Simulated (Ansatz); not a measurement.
Steps of a relaxation of B$_{2}$H$_{6}$OSi, SMILES `BB[SiH2]O` with RKS PBE0-D4/def2-TZVP.

```sh
$ ansatz run in.yaml --threads 2 --pin off --events-out ev --progress --plain --max-ram 4352MiB
```

```yaml
crystal:
  periodic: [false, false, false]
  atoms:
    - {symbol: B, position_ang: [-1.009448, 0.965064, -0.205610]}
    - {symbol: B, position_ang: [0.436654, 1.111059, -0.531714]}
    - {symbol: Si, position_ang: [0.274570, -0.770590, 0.502409]}
    - {symbol: O, position_ang: [0.454387, -1.871938, -0.758223]}
    - {symbol: H, position_ang: [-2.139994, 0.880368, 0.181961]}
    - {symbol: H, position_ang: [-0.189228, 1.852948, 0.427564]}
    - {symbol: H, position_ang: [1.577638, 1.356474, -0.805723]}
    - {symbol: H, position_ang: [-0.830144, -1.157323, 1.451398]}
    - {symbol: H, position_ang: [1.544331, -0.797873, 1.302405]}
    - {symbol: H, position_ang: [-0.035566, -1.619389, -1.561467]}
basis:
  gaussian: {orbitals: def2-TZVP}
hamiltonian: {xc: pbe0, dispersion: d4}
relax: {f_tol: 0.005, max_steps: 150}
```

Positions (Å) and forces (eV/Å) along the path, 12 of 12 steps:

```xyz
10
step=1 energy=-11368.5218 eV
B    -1.009    0.965   -0.206    0.436    0.216    0.057
B     0.437    1.111   -0.532   -0.432    0.113    0.179
Si    0.275   -0.771    0.502    0.175   -0.597   -0.292
O     0.454   -1.872   -0.758   -0.500    0.810    0.182
H    -2.140    0.880    0.182    0.502    0.007   -0.170
H    -0.189    1.853    0.428   -0.017   -0.272   -0.185
H     1.578    1.356   -0.806   -0.488   -0.117    0.119
H    -0.830   -1.157    1.451    0.220    0.047   -0.259
H     1.544   -0.798    1.302   -0.263   -0.004   -0.206
H    -0.036   -1.619   -1.561    0.369   -0.203    0.574
10
step=2 energy=-11368.5696 eV
B    -1.001    0.970   -0.209    0.190    0.109    0.066
B     0.428    1.114   -0.533   -0.169    0.063    0.102
Si    0.275   -0.764    0.503    0.074   -0.428   -0.333
O     0.444   -1.866   -0.740   -0.197    0.472    0.254
H    -2.115    0.877    0.175    0.130   -0.004   -0.052
H    -0.184    1.834    0.437   -0.017   -0.131   -0.124
H     1.554    1.354   -0.803   -0.123   -0.034    0.035
H    -0.828   -1.156    1.427    0.064    0.032   -0.043
H     1.539   -0.798    1.286   -0.072    0.031   -0.036
H    -0.029   -1.615   -1.541    0.119   -0.109    0.130
10
step=3 energy=-11368.5800 eV
B    -0.996    0.976   -0.205    0.006   -0.003    0.026
B     0.425    1.117   -0.528    0.004    0.030   -0.017
Si    0.271   -0.768    0.491    0.035   -0.087   -0.044
O     0.442   -1.866   -0.732   -0.060    0.161    0.086
H    -2.103    0.878    0.177   -0.030   -0.001    0.000
H    -0.182    1.828    0.439    0.002   -0.042   -0.019
H     1.547    1.353   -0.794    0.028    0.003    0.000
H    -0.825   -1.154    1.417   -0.014    0.001    0.019
H     1.530   -0.784    1.272    0.016    0.008    0.018
H    -0.025   -1.630   -1.536    0.014   -0.069   -0.069
10
step=4 energy=-11368.5815 eV
B    -0.992    0.976   -0.203    0.007   -0.016    0.027
B     0.426    1.126   -0.531   -0.008   -0.011    0.008
Si    0.268   -0.767    0.495   -0.021   -0.041   -0.171
O     0.430   -1.857   -0.733    0.105    0.000    0.277
H    -2.101    0.873    0.176   -0.013    0.007   -0.001
H    -0.179    1.825    0.444   -0.003    0.004   -0.003
H     1.549    1.362   -0.795    0.021   -0.001    0.011
H    -0.825   -1.155    1.424   -0.013   -0.003    0.020
H     1.527   -0.783    1.275    0.021    0.006   -0.001
H    -0.020   -1.651   -1.549   -0.098    0.054   -0.167
10
step=5 energy=-11368.5827 eV
B    -0.993    0.977   -0.201    0.011   -0.006    0.005
B     0.426    1.127   -0.529   -0.011    0.008   -0.011
Si    0.266   -0.766    0.489   -0.008    0.000   -0.009
O     0.431   -1.862   -0.729    0.004   -0.009   -0.006
H    -2.103    0.877    0.176    0.000    0.003   -0.005
H    -0.179    1.824    0.446    0.000    0.000    0.005
H     1.551    1.361   -0.787    0.003   -0.003    0.007
H    -0.825   -1.152    1.423    0.000    0.001    0.009
H     1.528   -0.777    1.265    0.004    0.004    0.002
H    -0.019   -1.661   -1.551   -0.002    0.003    0.002
10
step=6 energy=-11368.5828 eV
B    -0.993    0.977   -0.201    0.006   -0.005    0.004
B     0.426    1.128   -0.529   -0.001    0.011   -0.012
Si    0.266   -0.766    0.488   -0.006    0.001    0.006
O     0.430   -1.863   -0.729   -0.001   -0.006   -0.007
H    -2.104    0.878    0.173   -0.002    0.000   -0.003
H    -0.180    1.822    0.448   -0.001   -0.002    0.003
H     1.552    1.361   -0.783    0.002   -0.002    0.004
H    -0.823   -1.152    1.425    0.001    0.000    0.001
H     1.529   -0.774    1.263    0.001    0.001   -0.002
H    -0.022   -1.663   -1.551    0.001    0.002    0.006
10
step=7 energy=-11368.5829 eV
B    -0.991    0.976   -0.204    0.003   -0.003    0.004
B     0.427    1.131   -0.529    0.010    0.010   -0.008
Si    0.265   -0.765    0.486   -0.007   -0.002    0.014
O     0.427   -1.864   -0.729   -0.003   -0.004   -0.009
H    -2.104    0.875    0.165   -0.001   -0.002   -0.001
H    -0.181    1.819    0.452   -0.004    0.004    0.001
H     1.556    1.364   -0.775   -0.002   -0.001    0.000
H    -0.819   -1.151    1.429    0.005    0.000   -0.004
H     1.532   -0.770    1.257   -0.003   -0.001   -0.004
H    -0.029   -1.666   -1.549    0.003    0.000    0.007
10
step=8 energy=-11368.5829 eV
B    -0.988    0.973   -0.207   -0.003   -0.004    0.003
B     0.431    1.137   -0.528    0.021    0.004   -0.002
Si    0.264   -0.766    0.485   -0.007    0.007    0.022
O     0.419   -1.866   -0.729   -0.003    0.004    0.001
H    -2.103    0.868    0.153    0.002   -0.001   -0.002
H    -0.184    1.820    0.453   -0.004   -0.010   -0.002
H     1.562    1.371   -0.761   -0.009    0.000   -0.004
H    -0.813   -1.151    1.437    0.006    0.000   -0.011
H     1.536   -0.767    1.248   -0.005   -0.002   -0.008
H    -0.041   -1.671   -1.547    0.001    0.003    0.002
10
step=9 energy=-11368.5830 eV
B    -0.984    0.969   -0.209   -0.001    0.008    0.001
B     0.434    1.140   -0.528    0.009    0.012    0.000
Si    0.263   -0.764    0.486    0.001   -0.017    0.011
O     0.413   -1.866   -0.729    0.000    0.001    0.012
H    -2.101    0.861    0.145    0.004    0.000   -0.001
H    -0.186    1.818    0.455   -0.005   -0.005   -0.006
H     1.566    1.375   -0.755   -0.009   -0.002   -0.002
H    -0.810   -1.150    1.442    0.006    0.000   -0.006
H     1.538   -0.764    1.242   -0.004   -0.002   -0.004
H    -0.050   -1.670   -1.545   -0.002    0.004   -0.005
10
step=10 energy=-11368.5830 eV
B    -0.983    0.969   -0.211    0.006    0.000    0.002
B     0.435    1.141   -0.528    0.000   -0.002    0.006
Si    0.263   -0.765    0.487   -0.001    0.001   -0.004
O     0.411   -1.866   -0.728   -0.004   -0.003   -0.003
H    -2.101    0.859    0.142    0.003    0.000    0.000
H    -0.187    1.818    0.454   -0.003    0.001   -0.004
H     1.566    1.378   -0.755   -0.005   -0.001    0.001
H    -0.809   -1.151    1.444    0.003    0.002   -0.001
H     1.540   -0.766    1.241   -0.002    0.002    0.000
H    -0.051   -1.668   -1.544    0.003    0.002    0.003
10
step=11 energy=-11368.5830 eV
B    -0.983    0.968   -0.211    0.003    0.001    0.003
B     0.435    1.141   -0.528    0.001    0.000    0.006
Si    0.263   -0.766    0.488    0.001    0.000    0.002
O     0.410   -1.867   -0.728    0.000    0.001    0.009
H    -2.101    0.859    0.141    0.005   -0.001   -0.001
H    -0.187    1.817    0.454   -0.002   -0.002   -0.005
H     1.567    1.378   -0.755   -0.006   -0.002    0.001
H    -0.808   -1.152    1.444    0.003    0.002    0.000
H     1.540   -0.766    1.241   -0.001    0.002    0.001
H    -0.051   -1.664   -1.543   -0.003   -0.001   -0.015
10
step=12 energy=-11368.5830 eV
B    -0.983    0.968   -0.211    0.004    0.002   -0.001
B     0.436    1.141   -0.527   -0.004    0.000    0.004
Si    0.263   -0.766    0.488    0.000    0.002   -0.002
O     0.409   -1.866   -0.728   -0.003    0.000    0.003
H    -2.101    0.857    0.141    0.002    0.000    0.000
H    -0.188    1.818    0.453    0.000   -0.003   -0.003
H     1.567    1.378   -0.754   -0.002   -0.001    0.001
H    -0.808   -1.151    1.445    0.001   -0.001    0.001
H     1.540   -0.766    1.241    0.001    0.000    0.001
H    -0.051   -1.664   -1.544    0.001    0.000   -0.005
```

It took 35 s on 2 threads of an Arm Neoverse V2 on a shared host, with 0.34 GiB of host memory at the peak.
